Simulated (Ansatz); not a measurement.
`[OH][In-]([OH])([OH])[NH2+][SiH3]`, relaxed with RKS PBE0-D4/def2-TZVP in Ansatz 0.2.0 from a PBE-D4/def2-SVP geometry. The force threshold is 0.005 eV/Å; the program also tests the step.

Total charge 0; spin multiplicity 1. In takes the def2 core potential.

Start:

```xyz
14

O    -0.022    0.412    2.869
In   -0.019   -0.719    1.175
O    -1.712   -0.702   -0.006
O     1.325   -2.221    0.889
N     0.847    0.744   -0.414
Si   -0.345    0.931   -1.788
H    -0.953    0.570    3.118
H    -1.865   -1.596   -0.371
H     1.671   -2.502    1.758
H     1.743    0.339   -0.725
H     1.071    1.642    0.040
H    -0.525   -0.384   -2.470
H     0.346    1.846   -2.777
H    -1.561    1.641   -1.297
```

(1) By how much does the energy fall, and how many steps does the optimiser take? (Best estimate.)

(2) Which bonds change most? (Best estimate.)

(3) Give the relaxed structure. (An estimate is asked.)

Answers

(1) The calculation gave: 12.79 kJ/mol, in 12 steps.

(2) The calculation gave: In2–O3 from 2.065 to 2.006 Å; N5–Si6 from 1.829 to 1.786 Å; O1–In2 from 2.037 to 1.998 Å; In2–O4 from 2.036 to 1.998 Å.

(3) The calculation gave: 
```xyz
14

O    -0.033    0.460    2.698
In   -0.090   -0.756    1.114
O    -1.806   -0.925    0.090
O     1.290   -2.188    0.917
N     0.832    0.692   -0.436
Si   -0.266    1.038   -1.802
H    -0.910    0.699    3.004
H    -1.960   -1.817   -0.230
H     1.741   -2.381    1.742
H     1.694    0.233   -0.716
H     1.085    1.518    0.098
H    -0.506   -0.233   -2.511
H     0.410    1.994   -2.721
H    -1.481    1.664   -1.247
```
